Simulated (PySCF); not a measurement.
**Electron correlation in Rb(33+) (rubidium, charge +33)**

Starting occupation: [He] 2s2. All numbers are calculated (PySCF 2.14, X2C-1e with screened-nucleus spin-orbit coupling, Gaussian nucleus, in an uncontracted even-tempered set (17 s from 3.1 bohr⁻², ratio 2.6; 12 p from 4.1 bohr⁻², ratio 2.6; 7 d from 4.2 bohr⁻², ratio 2.8; 4 f from 82 bohr⁻², ratio 2.8)). Frozen: nothing; 4 electrons correlated; the 32 highest virtual spinors left out.

MP2 pair energies summed by pair of shells (mhartree):

```
       pair   energy  share (%)
2s1/2-2s1/2  -201.20       76.1
1s1/2-1s1/2   -45.75       17.3
1s1/2-2s1/2   -17.30        6.5
```

Total MP2 correlation energy: -264.24 mhartree.

The virtual space was cut to 50 spinors, which keep -250.72 of the -264.24 mhartree of MP2 correlation.

```
  level  correlation energy (mhartree)
   CCSD                        -383.88
    (T)                          -0.41
CCSD(T)                        -384.29
```

Diagnostics: T1 = 0.00047, largest double amplitude 0.142.

Q: Is a single reference adequate?

A: Mostly. T1 lies below 0.03, but a double amplitude of this size points to a near-degeneracy that CCSD handles and MP2 describes poorly.

The coupled-cluster values are those of the cut space; adding the MP2 remainder, -13.52 mhartree, estimates the full space.

At this charge the one-electron X2C treatment keeps the bare 1/r₁₂, with no two-electron picture change or Breit term. That inflates the 1s pair energies well beyond their four-component values.
